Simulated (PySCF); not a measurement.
**LDA on P (phosphorus, neutral)**

Configuration: [Ne] 3s2 3p3, high-spin 4S determinant. All numbers are calculated (PySCF 2.14, no relativity, point nucleus, in pcseg-2).

| Item | Value |
| --- | --- |
| Total energy | -340.0000 hartree |
| One-electron energy | -471.4906 hartree |
| Hartree (Coulomb) energy | 153.3766 hartree |
| Exchange-correlation energy | -21.8860 hartree |
| Kinetic energy | 340.59291 hartree |
| ⟨S²⟩ | 3.7502 |
| ⟨L²⟩ | 0.000 |
| Sum of ⟨r⟩ | 14.97 bohr |
| Sum of ⟨r²⟩ | 30.42 bohr² |
| Density at the nucleus (Gaussians lack the cusp) | 2140 bohr⁻³ |
| Spin density at the nucleus | 0.189 bohr⁻³ |
| Langevin diamagnetic susceptibility | -24.1 ×10⁻⁶ cm³/mol |
| Time after the integrals | 0.18 s of wall time on 1 thread of Neoverse-N1 (shared host) |

```tsv
shell	electrons	mean orbital energy (eV)	rms radius, mean of both spins (bohr)
1s α	1	-2068.6	0.121
1s β	1	-2068.3	0.121
2s α	1	-171.87	0.572
2s β	1	-171.48	0.572
2p α	3	-124.22	0.546
2p β	3	-123.73	0.546
3s α	1	-14.694	2.06
3s β	1	-12.247	2.06
3p α	3	-6.290	2.55
```
